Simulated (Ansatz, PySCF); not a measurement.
Two conformers of C3H8S2 (SMILES CSCSC), B3LYP-D3(BJ)/def2-TZVP minima.
Conformer 1 (charge 0, multiplicity 1):
```xyz
13

C      2.02210    -0.81574    -0.49039
S      1.05126    -0.33014     0.95842
C      0.18961     1.11952     0.28321
S     -0.96684     0.82864    -1.08713
C     -2.19420    -0.20034    -0.24323
H      1.36520    -0.98198    -1.34286
H      2.52935    -1.74498    -0.23655
H      2.76581    -0.05712    -0.73521
H     -0.33691     1.56862     1.12533
H      0.91464     1.84235    -0.09085
H     -2.91292    -0.52005    -0.99586
H     -2.71366     0.36542     0.53048
H     -1.71344    -1.07422     0.19388
```
Conformer 2 (charge 0, multiplicity 1):
```xyz
13

C     -2.4177    -0.2956     0.2472
S     -1.6794     1.3470     0.0391
C      0.0554     0.9517     0.3383
S      0.7885     0.0075    -1.0399
C      2.3306    -0.5234    -0.2445
H     -3.4811    -0.1895     0.0389
H     -2.2880    -0.6526     1.2690
H     -1.9812    -1.0037    -0.4543
H      0.5681     1.9061     0.4567
H      0.1563     0.3806     1.2630
H      2.9478     0.3311     0.0332
H      2.1290    -1.1351     0.6354
H      2.8716    -1.1242    -0.9743
```

No zero-point or thermal terms.

Rows in 3-21G carry no dispersion term and start afresh at each structure.

Programs: Ansatz (Gaussian basis) for Hartree–Fock, density functionals and correlated methods; PySCF for 3-21G rows. Values without a source in brackets are computed.

Problem. One of these levels gives 6.1 kJ/mol for the electronic energy of conformer 2 less that of conformer 1. Which one is it?
(A) HF/3-21G
(B) BLYP/def2-TZVPP
(C) SVWN5/def2-TZVPP
(D) HF/cc-pV(D+d)Z

Solution. D, HF/cc-pV(D+d)Z. The others give 9.5 (HF/3-21G), 13.0 (SVWN5/def2-TZVPP), 8.0 (BLYP/def2-TZVPP)

Ansatz is a program for electronic structure.
